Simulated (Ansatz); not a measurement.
Abridged output of a molecular run in Ansatz:

```
Functional definition: HF
1752 factors; integrals over basis functions are off by at most 1.3e-3 eV
mean field evaluation 1: about -12233.6817 eV, gradient 4.6e1 eV
mean field evaluation 2: about -12233.8743 eV, gradient 4.6e1 eV
mean field evaluation 4: about -12239.1607 eV, gradient 4.7e0 eV
mean field evaluation 8: about -12239.2413 eV, gradient 2.5e-1 eV
mean field -12239.24156304 eV, -449.7838313859 hartree, gradient 4.0e-6 eV, S^2 0.000000; 0 other end points of the search recorded, 0 dependent functions left out
9 core orbitals not correlated: weight in the atoms' cores, before any rotation towards them, 1.000 or more for the frozen orbitals, at most 0.000 for the correlated occupied ones
reference -12239.24156304 eV, -449.7838313859 hartree; 15, 15 occupied and 282, 282 virtual orbitals, 1752 factors
second order -21.68071307 eV of doubles, -0.00000000 eV of singles
cycle   1  -22.68683055 eV  change    -1.0e0 eV  update   9.6e-2
cycle   2  -23.25686032 eV  change   -5.7e-1 eV  update   2.8e-2
cycle   3  -23.34587810 eV  change   -8.9e-2 eV  update   1.3e-2
cycle   4  -23.33802801 eV  change    7.9e-3 eV  update   3.4e-3
cycle   5  -23.33777407 eV  change    2.5e-4 eV  update   1.6e-3
cycle   6  -23.33778161 eV  change   -7.5e-6 eV  update   5.0e-4
cycle   7  -23.33767496 eV  change    1.1e-4 eV  update   1.7e-4
cycle   8  -23.33772493 eV  change   -5.0e-5 eV  update   5.7e-5
cycle   9  -23.33773338 eV  change   -8.4e-6 eV  update   1.7e-5
perturbative correction -0.87695533 eV, -0.0322275140 hartree
Total energy: -12263.45625175 eV, -450.6737047825 hartree
```

Its atoms:

```xyz
15

C     1.852    0.020   -1.063
B     0.548   -0.064   -0.182
C     0.588   -0.786    1.220
N    -0.657    0.515   -0.644
Si   -2.202    0.530    0.154
H     2.702    0.387   -0.479
H     1.756    0.649   -1.952
H     2.138   -0.984   -1.399
H     1.122   -1.739    1.159
H    -0.387   -0.980    1.677
H     1.157   -0.170    1.927
H    -0.619    0.982   -1.539
H    -3.141    1.274   -0.725
H    -2.725   -0.844    0.370
H    -2.133    1.209    1.475
```

Question: Which basis set was used?
A. def2-SVP
B. cc-pV(Q+d)Z
C. def2-SVPD
D. def2-TZVPP

Answer: D. It gives 306 functions.

Question: Write the keys of the input that set method, charge and spin (a neutral closed shell needs none for the last two).

Answer: 
```yaml
correlation: {method: ccsd_t}
```
